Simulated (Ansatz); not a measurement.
The same path of BF3H2S (7 atoms, charge 0, multiplicity 1) was run twice with different band settings.

All numbers below come from RKS PBE0-D4/6-31G (Ansatz).

Relaxed end points:

```xyz
7
Properties=species:S:1:pos:R:3
F 0.525 -1.068 1.563
B 0.255 -1.131 0.233
F -1.031 -1.337 -0.166
F 1.260 -1.392 -0.643
S 0.245 1.458 -0.147
H -0.893 1.842 0.515
H -0.301 1.560 -1.401
```

```xyz
7
Properties=species:S:1:pos:R:3
F -0.167 -0.870 1.445
B 0.219 -1.154 0.171
F -0.676 -1.738 -0.667
F 1.546 -1.224 -0.110
S -0.104 1.278 -0.759
H 0.588 2.028 0.156
H -1.345 1.611 -0.282
```

Common settings: movable images 7; climbing image yes; spring 5.0 eV/Å²; optimiser quadratic models (default); force threshold 0.05 eV/Å; iteration limit 60; end points relaxed.

| run | start path |
| --- | --- |
| 1 | through a guess of the saddle point |
| 2 | straight line |

(1) What does each run give, and how far can it be trusted?

Answers

(1) Run 1: converged after 15 iterations, highest image 0.018 eV above the first end. A vibrational analysis at the climbing image gives one clearly imaginary mode, 79i cm⁻¹: a first-order saddle point.
Run 2: converged after 8 iterations, highest image 0.018 eV above the first end. Another band between the same ends (7 images) ends at a top of the same energy, where a vibrational analysis finds 1 clearly imaginary mode.
Limits of this set-up: no polarisation functions.
